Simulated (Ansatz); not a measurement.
Born–Oppenheimer molecular dynamics of a periodic cell of 17 atoms, Si$_{16}$O (host Si, host structure diamond, interstitial O). It starts from a partly relaxed structure (largest force component 0.08 eV/Å).

Computed with DFT PBE-D3(BJ), scalar-relativistic, plane waves, PAW (Ansatz 0.2.0). Settings: accuracy low, PAW set soft_1, cutoff 420 eV, k mesh 2x2x2, fermi-dirac smearing 0.05 eV, spin collinear.

| Property | Result |
| --- | --- |
| ensemble | NVT, Langevin thermostat |
| time step | 1.5 fs |
| steps asked | 170 |
| set temperature | 900 K |
| friction | 1 /fs |
| seed | 23909 |

First frame:

```xyz
17
Lattice="0.0000 5.4300 5.4300 5.4300 0.0000 5.4300 5.4300 5.4300 0.0000" Properties=species:S:1:pos:R:3
Si -0.070 0.256 -0.241
Si 1.347 1.329 1.343
Si 2.966 2.588 0.185
Si 4.053 4.380 1.175
Si 2.699 -0.016 2.725
Si 3.960 1.593 3.889
Si 5.739 2.702 2.901
Si 7.065 3.995 4.314
Si 0.011 2.711 2.696
Si 1.294 4.146 4.040
Si 2.701 5.464 2.709
Si 4.174 6.717 4.066
Si 2.656 2.815 5.423
Si 4.077 4.082 6.795
Si 5.514 5.362 5.449
Si 6.810 6.793 6.777
O 5.430 4.099 2.060
```

(1) What does the run give?

(2) What happens to the structure?

(3) How do temperature and energy run in time?

## Answers

(1) All steps were run.

```json
{
 "steps done": "170",
 "time covered": "255 fs",
 "mean temperature over the second half": "917 K",
 "spread of the potential energy over the second half": "11.7 meV per atom",
 "mean potential energy of the second half above the start": "86.0 meV per atom"
}
```

A run of 0.26 ps of so small a system gives no equilibrium averages. The friction is so strong that the motion is overdamped, so the time scale means little. Limits of this set-up: coarse k mesh, a small cell, in which the defect meets its images, low accuracy level.

(2) Mean squared displacements from the first frame to the last, about the centre of mass: Si 0.02 Å², O 0.04 Å². Another seed would give other details.

(3) 
| time (fs) | T (K) | potential energy less start (eV) |
| --- | --- | --- |
| 0 | 847 | 0.000 |
| 7.5 | 842 | 0.191 |
| 15 | 645 | 0.356 |
| 22.5 | 1348 | 0.429 |
| 30 | 959 | 0.599 |
| 37.5 | 723 | 0.794 |
| 45 | 557 | 0.749 |
| 52.5 | 1125 | 0.855 |
| 60 | 686 | 1.116 |
| 67.5 | 1109 | 0.998 |
| 75 | 977 | 1.165 |
| 82.5 | 711 | 1.195 |
| 90 | 841 | 1.512 |
| 97.5 | 765 | 1.663 |
| 105 | 618 | 1.685 |
| 112.5 | 942 | 1.431 |
| 120 | 825 | 1.426 |
| 127.5 | 1027 | 1.667 |
| 135 | 775 | 1.797 |
| 142.5 | 688 | 1.807 |
| 150 | 623 | 1.234 |
| 157.5 | 890 | 1.249 |
| 165 | 1292 | 1.286 |
| 172.5 | 788 | 1.204 |
| 180 | 900 | 1.463 |
| 187.5 | 885 | 1.718 |
| 195 | 909 | 1.676 |
| 202.5 | 859 | 1.540 |
| 210 | 621 | 1.551 |
| 217.5 | 791 | 1.531 |
| 225 | 834 | 1.483 |
| 232.5 | 913 | 1.399 |
| 240 | 817 | 1.246 |
| 247.5 | 948 | 1.273 |
| 255 | 701 | 1.287 |

Run time: 20 min on 1 thread of Arm Neoverse V1, with other jobs on the host, peak memory 0.62 GiB.
